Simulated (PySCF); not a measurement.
A GIAO shielding run with PySCF 2.14 (density fitting, non-relativistic, gas phase) on SMILES C[SiH2]C(=O)[C@@H]([SiH3])C[SiH3], C4H14OSi3:

```
$ OMP_NUM_THREADS=1 python probes_run.py task.json out

{"job": {"kind": "nmr", "xc": "PBE0", "basis": "pcSseg-1"}, "charge": 0, "multiplicity": 1}
C      3.287981     1.092564     0.034458
Si     2.229382    -0.436119     0.384209
C      0.396615     0.093120     0.152369
O      0.092237     1.229239     0.491521
C     -0.626402    -0.825652    -0.373837
Si    -1.178553    -1.917219     1.113034
C     -1.802691    -0.062188    -0.967103
Si    -2.166316     1.605569    -0.100584
H      3.240622     1.380366    -1.013182
H      2.937816     1.937884     0.621502
H      4.331248     0.920769     0.283785
H      2.383248    -0.896129     1.768147
H      2.517579    -1.540120    -0.540267
H     -0.166802    -1.510181    -1.095379
H     -1.791142    -1.100120     2.153606
H     -2.136630    -2.886581     0.579491
H      0.000469    -2.614036     1.635420
H     -1.592508     0.141431    -2.020080
H     -2.701978    -0.677882    -0.950597
H     -3.571701     1.844336    -0.525278
H     -1.440843     2.739641    -0.663421
H     -2.252041     1.500693     1.353975
```

Hardware: 1 thread of an Arm Neoverse N1, shared host. The job also computes population analyses, field gradients.

Task: How large is the calculation?

Result: 88 electrons, 227 basis functions and 1248 auxiliary functions.

Task: How long does it take, and how much memory does it need?

Result: 85 s of wall time, with 14 SCF cycles and 5 response iterations; peak memory 1.1 GiB. Times on a shared host scatter by some tens of per cent.
